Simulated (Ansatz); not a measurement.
System: C5H12O, net charge 0, singlet state. SMILES: CCC(O)CC
Geometry from a B3LYP-D3(BJ)/def2-TZVP (Ansatz, an electronic-structure program) optimisation:
```xyz
18

C      2.5438    -0.0219    -0.3328
C      1.2136     0.7222    -0.3823
C      0.0052    -0.1732    -0.1172
C     -1.3175     0.5739    -0.2744
C     -2.5429    -0.3200    -0.1161
O      0.0968    -0.8038     1.1652
H      2.5860    -0.7948    -1.1039
H      2.6805    -0.5108     0.6318
H      3.3824     0.6574    -0.4950
H      1.0867     1.1967    -1.3600
H      1.2105     1.5358     0.3538
H      0.0242    -1.0106    -0.8224
H     -1.3469     1.3859     0.4628
H     -1.3302     1.0550    -1.2570
H     -2.5393    -0.8167     0.8542
H     -3.4657     0.2560    -0.2032
H     -2.5598    -1.0964    -0.8846
H      0.0850    -0.1129     1.8386
```
Charge 0, spin multiplicity 1.

Wanted: vertical triplet-singlet gap (E(triplet) - E(singlet); each state is the SCF solution reached for its spin), in kJ/mol. Valence correlation only, unless marked. UHF or UKS for open shells. Spin-orbit coupling is left out. Non-relativistic. 

| level | program | vertical triplet-singlet gap (kJ/mol) |
|---|---|---|
| HF/aug-cc-pVDZ | Ansatz | 563.1 |
| HF/aug-cc-pVTZ | Ansatz | 561.2 |
| PBE/def2-TZVPD | Ansatz | 594.4 |
| r2SCAN/def2-TZVPD | Ansatz | 613.1 |
| B3LYP/def2-TZVPD | Ansatz | 628.5 |
| PBE0/def2-TZVPD | Ansatz | 629.0 |
| BHLYP/def2-TZVPD | Ansatz | 645.1 |
| CAM-B3LYP/def2-TZVPD | Ansatz | 650.3 |
| wB97M-V/def2-TZVPD | Ansatz | 664.1 |
| wB97X-V/def2-TZVPD | Ansatz | 665.9 |
| B2PLYP/def2-TZVPD | Ansatz | 655.6 |
| MP2/aug-cc-pVDZ | Ansatz | 685.6 |
| MP2/aug-cc-pVTZ | Ansatz | 697.1 |
| RI-MP2/aug-cc-pVTZ | Ansatz | 697.1 |
| SCS-MP2/aug-cc-pVDZ | Ansatz | 683.8 |
| SCS-MP2/aug-cc-pVTZ | Ansatz | 696.1 |
| CCSD/aug-cc-pVDZ | Ansatz | 644.0 |
| CCSD/aug-cc-pVTZ | Ansatz | 652.3 |
| CCSD(T)/aug-cc-pVDZ | Ansatz | 642.2 |
| CCSD(T)/aug-cc-pVTZ | Ansatz | 652.2 |
